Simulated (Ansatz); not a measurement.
Consider the homolysis of the Ga–N bond: `C[NH][Ga]([SH])[Cl]` → `[SH][Ga][Cl]`• + `C[NH]`•.

Gas-phase electronic energies from Ansatz, PBE0-D4/def2-TZVP geometries. CCSD(T)/CBS adds triple-zeta CCSD(T) − MP2 to the extrapolated MP2 energy (def2 sets, frozen cores). Functionals use def2-TZVPP. B3LYP here is the variant with VWN-RPA as its local correlation; programs differ in this. HSE06 is defined as in plane-wave codes. Open shells (•) are unrestricted, without spin–orbit coupling. For Ga outer-core shells are correlated without core-valence functions, which leaves a few kJ/mol of doubt a bond. Scalar relativity is left out up to krypton. One conformer a species, not always the lowest.

`C[NH][Ga]([SH])[Cl]`:

```xyz
10

C     0.142   -0.249    1.420
N     0.187    0.751    0.381
Ga   -0.085    0.540   -1.386
S    -0.562   -1.347   -2.384
Cl    0.076    2.291   -2.602
H    -0.101   -1.226    0.995
H     1.103   -0.356    1.936
H    -0.624   -0.030    2.173
H     0.403    1.679    0.709
H    -0.537   -2.054   -1.241
```

`[SH][Ga][Cl]`•:

```xyz
4

S    -0.492    0.600    1.382
Ga    0.871    0.735   -0.382
Cl    0.675   -0.816   -1.887
H    -1.054   -0.519    0.887
```

`C[NH]`•:

```xyz
6

C     0.279    0.218   -0.100
N    -0.797   -0.679   -0.386
H    -0.075    1.114    0.434
H     0.773    0.536   -1.020
H     1.029   -0.244    0.560
H    -1.209   -0.945    0.513
```

| level | ΔE (kcal/mol) | difference from CCSD(T)/CBS |
| --- | --- | --- |
| PBE-D4 | 79.6 | -9.7 |
| revPBE-D4 | 76.7 | -12.6 |
| BLYP-D4 | 75.7 | -13.6 |
| r2SCAN-D4 | 77.8 | -11.5 |
| B97M-V | 80.3 | -9.0 |
| B3LYP-D4 | 78.4 | -10.9 |
| r2SCANh-D4 | 77.9 | -11.4 |
| HSE06-D4 | 80.6 | -8.7 |
| BHLYP-D4 | 78.7 | -10.6 |
| CAM-B3LYP-D4 | 82.1 | -7.2 |
| ωB97X-V | 85.2 | -4.1 |
| ωB97M-V | 83.4 | -5.9 |
| B2PLYP | 80.9 | -8.4 |
| PBE-QIDH | 85.4 | -3.9 |
| PBE | 76.9 | -12.4 |
| BLYP | 70.4 | -18.9 |
| r2SCAN | 77.0 | -12.3 |
| PBE0 | 78.3 | -11.0 |
| B3LYP | 74.2 | -15.1 |
| r2SCANh | 77.0 | -12.3 |
| r2SCAN0 | 77.0 | -12.3 |
| HSE06 | 78.3 | -11.0 |
| BHLYP | 75.1 | -14.2 |
| CAM-B3LYP | 79.6 | -9.7 |
| LC-ωPBE | 83.5 | -5.8 |
| RPA@PBE/def2-TZVPP | 81.4 | -7.9 |
| HF/def2-SVP | 58.4 | -30.9 |
| MP2/def2-SVP | 90.9 | 1.6 |
| CCSD/def2-SVP | 83.0 | -6.3 |
| CCSD(T)/def2-SVP | 84.4 | -4.9 |
| HF/def2-TZVPP | 55.6 | -33.7 |
| MP2/def2-TZVPP | 92.9 | 3.6 |
| SCS-MP2/def2-TZVPP | 90.0 | 0.7 |
| CCSD/def2-TZVPP | 83.4 | -5.9 |
| HF/def2-QZVPP | 55.6 | -33.7 |
| MP2/def2-QZVPP | 94.9 | 5.6 |
| SCS-MP2/def2-QZVPP | 92.1 | 2.8 |
| HF/CBS(def2) | 55.6 | -33.7 |
| MP2/CBS(def2) | 96.5 | 7.2 |
| CCSD/CBS(def2) | 87.0 | -2.3 |
| CCSD(T)/CBS | 89.3 | 0 |

Largest T1 diagnostic among the species: 0.015.

In def2-TZVPP, CCSD(T) changes the Hartree–Fock value by +30.1 kcal/mol (the triples alone add +2.3 kcal/mol) and MP2 by +37.3 kcal/mol; breaking electron pairs costs correlation energy, which Hartree–Fock lacks. From PBE to PBE0 (25 % exact exchange), in def2-TZVPP and without D4, ΔE moves by +1.4 kcal/mol. At CCSD(T), def2-SVP lies −4.9 kcal/mol from the extrapolated value and def2-TZVPP −3.6 kcal/mol: correlation converges slowly with the basis, and small sets miss more of it in the bonded molecule than in its fragments.
